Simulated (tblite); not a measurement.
A geometry optimisation, step by step.

C8H12BN.
Numbering: `[CH2:1]=[CH:2][CH2:3][C:4]#[C:5][B@H-:6]([CH3:7])[N+:8]#[C:9][CH3:10]` (hydrogens: H11, H12 on C1; H13 on C2; H14, H15 on C3; H16 on B6; H17, H18, H19 on C7; H20, H21, H22 on C10)
Bond orders are those of one Lewis drawing.

Computed with GFN2-xTB (tblite), gas phase: L-BFGS steps from a force-field or distance-geometry start until the largest atomic force falls under 0.01 eV/Å. 5 of its 141 geometries are shown.

Step 0: E = -741.9286 eV, largest atomic force 1.029 eV/Å
```
atom  x, y, z in Å  |  force x, y, z in eV/Å
C1     -2.393    1.790    1.793   -0.174  -0.311   0.253
C2     -2.580    0.558    2.252    0.016   0.590   0.410
C3     -2.751   -0.623    1.346   -0.462  -0.241  -0.160
C4     -1.521   -0.891    0.602   -0.439   0.061   0.304
C5     -0.501   -1.125    0.016    0.088   0.441  -0.078
B6      0.806   -1.405   -0.764   -0.332   0.011  -0.104
C7      1.802   -2.281    0.139    0.701  -0.329   0.678
N8      1.469   -0.109   -1.107   -0.148  -0.118  -0.053
C9      1.974    0.887   -1.381    0.270   0.707  -0.117
C10     2.604    2.159   -1.720    0.071  -0.369   0.137
H11    -2.377    1.986    0.725    0.071   0.071   0.353
H12    -2.288    2.620    2.486    0.041  -0.087  -0.357
H13    -2.618    0.394    3.346    0.079  -0.040  -0.746
H14    -3.575   -0.415    0.619    0.474  -0.150   0.379
H15    -3.033   -1.508    1.941    0.089   0.145  -0.237
H16     0.553   -1.997   -1.750    0.042   0.143  -0.612
H17     1.321   -3.248    0.400    0.450   0.692  -0.154
H18     2.049   -1.747    1.079   -0.004  -0.488  -0.452
H19     2.737   -2.483   -0.413   -0.313  -0.068   0.436
H20     3.640    2.184   -1.298   -0.812  -0.020  -0.326
H21     2.655    2.270   -2.824   -0.024  -0.099   0.646
H22     2.016    3.001   -1.300    0.315  -0.543  -0.199
```

Step 35: E = -742.1178 eV, largest atomic force 0.049 eV/Å
```
atom  x, y, z in Å  |  force x, y, z in eV/Å
C1     -2.427    1.828    1.812    0.001   0.014  -0.008
C2     -2.573    0.589    2.241    0.038   0.007   0.002
C3     -2.759   -0.595    1.331   -0.015   0.006   0.026
C4     -1.538   -0.876    0.582    0.027   0.019   0.016
C5     -0.527   -1.104   -0.026   -0.015  -0.007   0.026
B6      0.781   -1.453   -0.798    0.038  -0.012   0.013
C7      1.867   -2.257    0.130   -0.027   0.016  -0.019
N8      1.412   -0.153   -1.124    0.008   0.043  -0.021
C9      1.928    0.850   -1.342   -0.002   0.012  -0.020
C10     2.564    2.091   -1.665   -0.003  -0.001  -0.008
H11    -2.441    2.067    0.761   -0.023   0.003  -0.015
H12    -2.284    2.654    2.489    0.011   0.012  -0.002
H13    -2.536    0.378    3.303    0.006  -0.020  -0.006
H14    -3.571   -0.395    0.622    0.009   0.007  -0.021
H15    -3.026   -1.476    1.920   -0.016  -0.042  -0.020
H16     0.581   -1.980   -1.853   -0.017   0.002   0.014
H17     1.453   -3.221    0.412    0.023  -0.021   0.017
H18     2.103   -1.718    1.046   -0.019   0.004   0.009
H19     2.801   -2.437   -0.400   -0.008  -0.012  -0.007
H20     3.575    2.111   -1.254   -0.035  -0.011  -0.002
H21     2.615    2.196   -2.750    0.012   0.021   0.025
H22     1.992    2.922   -1.251    0.008  -0.040   0.002
```

Step 70: E = -742.1552 eV, largest atomic force 0.088 eV/Å
```
atom  x, y, z in Å  |  force x, y, z in eV/Å
C1     -2.557    1.914    1.858   -0.005  -0.046   0.008
C2     -2.368    0.639    2.146    0.057   0.054  -0.039
C3     -2.738   -0.480    1.219   -0.012   0.007   0.017
C4     -1.530   -0.904    0.520    0.028  -0.015  -0.019
C5     -0.513   -1.209   -0.044   -0.039   0.005   0.043
B6      0.788   -1.588   -0.809    0.031  -0.049   0.028
C7      1.948   -2.260    0.137   -0.008  -0.015  -0.019
N8      1.361   -0.279   -1.210    0.029  -0.008  -0.003
C9      1.864    0.743   -1.352   -0.009   0.033  -0.044
C10     2.451    2.032   -1.544   -0.002   0.017  -0.014
H11    -3.041    2.217    0.941   -0.001   0.015   0.085
H12    -2.238    2.703    2.519   -0.020   0.018  -0.020
H13    -1.847    0.350    3.052   -0.068   0.000  -0.040
H14    -3.478   -0.142    0.488    0.002   0.010  -0.010
H15    -3.157   -1.325    1.774    0.020  -0.014   0.028
H16     0.575   -2.200   -1.809    0.025   0.000  -0.023
H17     1.632   -3.241    0.479   -0.012  -0.011  -0.016
H18     2.169   -1.662    1.021   -0.030   0.017  -0.032
H19     2.873   -2.383   -0.424    0.029  -0.040   0.044
H20     3.447    2.063   -1.100   -0.042  -0.008   0.030
H21     2.534    2.255   -2.608   -0.024  -0.009  -0.004
H22     1.814    2.777   -1.067    0.051   0.040  -0.001
```

Step 105: E = -742.1743 eV, largest atomic force 0.102 eV/Å
```
atom  x, y, z in Å  |  force x, y, z in eV/Å
C1     -2.693    1.947    1.967   -0.017   0.034   0.001
C2     -2.254    0.708    2.073    0.014  -0.043   0.009
C3     -2.639   -0.404    1.145   -0.001  -0.002  -0.003
C4     -1.453   -0.864    0.431    0.007  -0.001  -0.010
C5     -0.459   -1.227   -0.139    0.007   0.011   0.009
B6      0.865   -1.646   -0.849    0.006  -0.006   0.006
C7      1.919   -2.360    0.182    0.003  -0.001   0.000
N8      1.467   -0.335   -1.209    0.032   0.077  -0.021
C9      1.880    0.727   -1.357   -0.036  -0.095   0.012
C10     2.386    2.051   -1.545    0.008   0.009  -0.005
H11    -3.395    2.233    1.199   -0.015   0.021  -0.006
H12    -2.382    2.728    2.641    0.003   0.003   0.005
H13    -1.541    0.440    2.843   -0.009  -0.005  -0.002
H14    -3.392   -0.059    0.429   -0.005  -0.012   0.006
H15    -3.057   -1.240    1.719    0.006   0.006  -0.004
H16     0.704   -2.243   -1.868   -0.004   0.005   0.011
H17     1.513   -3.307    0.526    0.000   0.001  -0.006
H18     2.102   -1.743    1.060    0.005  -0.005   0.012
H19     2.879   -2.564   -0.289   -0.006   0.003  -0.013
H20     3.381    2.131   -1.108   -0.001   0.004  -0.003
H21     2.440    2.282   -2.609    0.002   0.000   0.003
H22     1.721    2.764   -1.056    0.002  -0.003  -0.001
```

Step 140: E = -742.1767 eV, largest atomic force 0.009 eV/Å
```
atom  x, y, z in Å  |  force x, y, z in eV/Å
C1     -2.764    1.951    1.996   -0.001   0.005  -0.002
C2     -2.301    0.719    2.097    0.002  -0.004   0.000
C3     -2.640   -0.391    1.149    0.001   0.001   0.000
C4     -1.434   -0.832    0.457   -0.006  -0.001   0.005
C5     -0.429   -1.193   -0.095    0.006  -0.002  -0.002
B6      0.879   -1.629   -0.822    0.007   0.005  -0.002
C7      1.939   -2.390    0.166    0.001   0.001   0.003
N8      1.500   -0.328   -1.188   -0.005  -0.004  -0.001
C9      1.915    0.729   -1.359    0.001  -0.003  -0.001
C10     2.419    2.048   -1.581    0.001  -0.001   0.000
H11    -3.452    2.236    1.216   -0.002   0.000   0.001
H12    -2.484    2.728    2.688   -0.001  -0.004   0.004
H13    -1.605    0.455    2.883    0.000   0.001  -0.002
H14    -3.383   -0.056    0.419   -0.004  -0.002  -0.002
H15    -3.056   -1.239    1.706   -0.001   0.000   0.003
H16     0.683   -2.208   -1.847   -0.003   0.000  -0.002
H17     1.527   -3.345    0.479    0.003  -0.002   0.001
H18     2.148   -1.813    1.065   -0.004   0.006  -0.002
H19     2.887   -2.587   -0.332   -0.004  -0.002   0.000
H20     3.419    2.139   -1.156    0.006   0.002   0.001
H21     2.463    2.255   -2.651    0.003   0.001  -0.005
H22     1.758    2.771   -1.102    0.000   0.003   0.002
```

Question: Summarise the path.

Answer: The energy falls by 0.2481 eV from step 0 to step 140; nine tenths of that is first reached at step 69. It falls at every step. The largest force goes from 1.029 to 0.009 eV/Å. Among the bonds B6–C7 changes most, from 1.604 to 1.637 Å; the atoms move by 0.444 Å rms after alignment.

Question: Follow the three bonds and two angles with the largest change from start to end.

Answer: 
```csv
step,E above end (eV),largest force (eV/Å),B6–C7 (Å),C9–C10 (Å),C10–H20 (Å),C5–B6–N8 (°),B6–N8–C9 (°)
0,0.2481,1.029,1.604,1.460,1.119,109.5,179.4
6,0.0873,0.644,1.626,1.433,1.088,106.9,179.5
12,0.0682,0.066,1.639,1.431,1.090,106.3,179.3
18,0.0650,0.043,1.637,1.430,1.091,106.4,179.3
24,0.0631,0.056,1.638,1.431,1.090,105.9,179.3
30,0.0608,0.039,1.637,1.430,1.090,105.9,178.4
37,0.0576,0.070,1.635,1.430,1.090,105.4,177.3
43,0.0495,0.100,1.643,1.430,1.091,105.1,173.9
49,0.0440,0.046,1.640,1.429,1.090,104.5,171.9
55,0.0395,0.085,1.639,1.431,1.091,104.0,169.8
61,0.0354,0.108,1.643,1.430,1.091,104.3,169.1
67,0.0274,0.158,1.634,1.428,1.089,104.0,170.3
73,0.0162,0.080,1.641,1.431,1.090,103.8,173.8
79,0.0116,0.069,1.640,1.431,1.090,104.0,174.4
85,0.0084,0.055,1.637,1.430,1.090,103.6,174.2
91,0.0067,0.034,1.637,1.430,1.090,103.0,174.0
97,0.0041,0.044,1.638,1.430,1.091,102.9,173.0
103,0.0025,0.027,1.638,1.430,1.090,102.7,172.6
110,0.0019,0.047,1.637,1.430,1.090,102.6,172.5
116,0.0014,0.018,1.637,1.430,1.090,102.7,172.0
122,0.0013,0.011,1.637,1.430,1.090,102.6,172.1
128,0.0007,0.025,1.637,1.430,1.090,102.6,172.5
134,0.0002,0.025,1.637,1.430,1.090,102.6,172.8
140,0.0000,0.009,1.637,1.430,1.090,102.7,173.1
```

What follows is the cost of the whole relaxation. Hardware: Arm Neoverse V1, one thread, shared host with 32 logical CPUs at a one-minute load of 21. Cost: 1.2 s.
